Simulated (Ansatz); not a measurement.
`CC(S)=[Se]` + `OCC=S` → `COCC=S` + `SC=[Se]`  (substitution at a C–C bond)

Computed with Ansatz on PBE0-D4/def2-TZVP structures; ΔE is electronic, products minus reactants. CCSD(T)/CBS is the MP2 limit (def2-TZVPP, def2-QZVPP) plus CCSD(T) − MP2 in def2-TZVPP, frozen cores. For Se outer-core shells are correlated without core-valence functions, which leaves a few kJ/mol of doubt a bond. Scalar relativity is left out up to krypton. One conformer a species, not always the lowest.

| species | CCSD(T)/CBS(def2) energy (Eh) |
| --- | --- |
| `CC(S)=[Se]` | -2876.97125 |
| `OCC=S` | -551.42489 |
| `COCC=S` | -590.66459 |
| `SC=[Se]` | -2837.70434 |

**Question.** Work out ΔE.

**Answer.** ΔE = (-590.66459) + (-2837.70434) − (-2876.97125) − (-551.42489) = 0.02721 Eh = +71.4 kJ/mol.

Largest T1 diagnostic among the species: 0.017.

The D4 term adds +4.0 kJ/mol with B3LYP and +1.7 kJ/mol with PBE0; it sums over pairs of atoms, weighted by their polarisabilities, and B3LYP, whose exchange is more repulsive, gets the larger term. In def2-TZVPP, CCSD(T) changes the Hartree–Fock value by +13.9 kJ/mol (the triples alone add +2.3 kJ/mol) and MP2 by +23.2 kJ/mol.

B3LYP here is the variant with VWN-RPA as its local correlation; programs differ in this.
